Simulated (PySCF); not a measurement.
Molfile (atoms numbered from 1):
```
C5H12O2Si
     RDKit          3D

 20 19  0  0  0  0  0  0  0  0999 V2000
    3.8783   -0.5623   -0.1946 C   0  0  0  0  0  0  0  0  0  0  0  0
    2.7999   -1.1417    0.3407 C   0  0  0  0  0  0  0  0  0  0  0  0
    1.5186   -0.9544   -0.0230 O   0  0  0  0  0  0  0  0  0  0  0  0
    0.8905    0.1744   -1.0985 Si  0  0  0  0  0  4  0  0  0  0  0  0
   -0.7444    0.0154   -1.0411 O   0  0  0  0  0  0  0  0  0  0  0  0
   -1.5441    0.2208    0.1190 C   0  0  0  0  0  0  0  0  0  0  0  0
   -2.1310    1.6195    0.0832 C   0  0  0  0  0  0  0  0  0  0  0  0
   -2.5995   -0.8656    0.1498 C   0  0  0  0  0  0  0  0  0  0  0  0
    3.8182    0.1502   -1.0224 H   0  0  0  0  0  0  0  0  0  0  0  0
    4.8676   -0.8040    0.1950 H   0  0  0  0  0  0  0  0  0  0  0  0
    2.8902   -1.8602    1.1635 H   0  0  0  0  0  0  0  0  0  0  0  0
    1.3059   -0.1247   -2.4914 H   0  0  0  0  0  0  0  0  0  0  0  0
    1.3559    1.5211   -0.6526 H   0  0  0  0  0  0  0  0  0  0  0  0
   -0.9111    0.1177    1.0216 H   0  0  0  0  0  0  0  0  0  0  0  0
   -2.7541    1.8075    0.9704 H   0  0  0  0  0  0  0  0  0  0  0  0
   -2.7540    1.7446   -0.8158 H   0  0  0  0  0  0  0  0  0  0  0  0
   -1.3344    2.3783    0.0569 H   0  0  0  0  0  0  0  0  0  0  0  0
   -3.2212   -0.8117   -0.7571 H   0  0  0  0  0  0  0  0  0  0  0  0
   -2.1250   -1.8567    0.1829 H   0  0  0  0  0  0  0  0  0  0  0  0
   -3.2507   -0.7574    1.0300 H   0  0  0  0  0  0  0  0  0  0  0  0
  1  2  2  0
  2  3  1  0
  3  4  1  0
  4  5  1  0
  5  6  1  0
  6  7  1  0
  6  8  1  0
  1  9  1  0
  1 10  1  0
  2 11  1  0
  4 12  1  0
  4 13  1  0
  6 14  1  0
  7 15  1  0
  7 16  1  0
  7 17  1  0
  8 18  1  0
  8 19  1  0
  8 20  1  0
M  END
```

PySCF 2.14 calculation with NMR shieldings at PBE0/pcSseg-1/GIAO and PBE0-D3(BJ)/def2-SVP geometry; a single conformation, equivalent nuclei averaged, in vacuum, relativity neglected.

Shifts are taken against calculated references (same method and geometry level): ¹³C (184.41 ppm) and ¹H (31.27 ppm) and ²⁹Si (351.99 ppm) vs TMS; ¹⁷O (334.56 ppm) against H2O.

```tsv
atoms	nucleus	count	Hirshfeld charge	δ (ppm)
H12/H13	¹H	2	-0.08	5.00
O5	¹⁷O	1	-0.22	80.6
H11	¹H	1	0.05	6.44
C6	¹³C	1	0.06	67.1
C2	¹³C	1	0.03	156.2
C1	¹³C	1	-0.15	?
H15/H16/H17/H18/H19/H20	¹H	6	0.04	1.22
Si4	²⁹Si	1	0.45	-33.7
H14	¹H	1	0.03	?
H10	¹H	1	0.05	?
C7/C8	¹³C	2	-0.12	26.0
H9	¹H	1	0.04	?
O3	¹⁷O	1	-0.20	135.0
```

**Question.** Fill in the missing shifts.

**Answer.** 
- C1: 95.4 ppm, β carbon of an enol-ether or enamine type C=C; the O or N lone pair pushes π density onto this β carbon and shields it
- H10: 4.22 ppm, hydrogen on a β carbon of an enol-ether or enamine type C=C; lone-pair donation from O or N shields it, upfield of ordinary alkene protons
- H9: 4.21 ppm, hydrogen on a β carbon of an enol-ether or enamine type C=C; lone-pair donation from O or N shields it, upfield of ordinary alkene protons
- H14: 4.00 ppm, hydrogen on an sp3 CH bonded to O; its carbon carries O, hence the downfield position

Shifts are as computed. Against solution values, carbons near 30 ppm lie about +2 ppm off and those near 130 ppm about +5 ppm. Of 1309 compounds with measured shifts, 239 miss one by over three times the rms of a fit or turn the order of signals round; such compounds aren't used in these exercises. Experimental scales use liquid or dissolved standards, which lie at an offset from isolated H2O (liquid H2O: subtract about 36 ppm).
